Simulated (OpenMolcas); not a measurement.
Ta4+ (d1) on a cation site of an ionic host was computed by CASSCF with the d shell active (OpenMolcas, ANO-RCC-VTZP on the metal). Its lowest spin-free states, and all those of the highest spin:

```tsv
2S+1	Degeneracy	E (cm-1)
2	3	0.0
2	2	20924
```

Q: Is the site octahedral, tetrahedral or cube-like, axial, or of lower symmetry?

A: The states with 2S+1 = 2 have orbital degeneracies 3, 2. Threefold states need a cubic site. For d1 at this spin an octahedron puts the threefold T2 below the twofold E and a tetrahedron or cube puts the twofold E below the threefold T2, so the site is octahedral. The first gap at this spin, 20900 cm-1, is |10Dq| in ligand-field theory. The run had Ta4+ with its 6 nearest bromide ions at 2.651 Å, on the Y site of Cs2NaYBr6 (a = 11.3047 Å, distance in the model lattice 2.765 Å). The rest of the host is ab initio model potentials to 7.6 Å, with orthogonalisation functions on the cations behind the ligands, and point charges beyond; the distance is set by hand and nothing relaxes, and no local charge compensation is placed. Ligand basis ANO-RCC-VDZP.

An orbital triplet at a regular site is open to Jahn-Teller coupling, which can distort the site and quench the lowest spin-orbit gaps and is left out. The least metal-like active orbital is 73 % on the metal (Löwdin) and no ligand orbital is active, so the numbers are rough. With metal d orbitals alone the field can be off either way by tens of per cent. Ligand-to-metal charge-transfer states are missing. No measured value stands beside these numbers; the geometry was set by hand and not optimised.
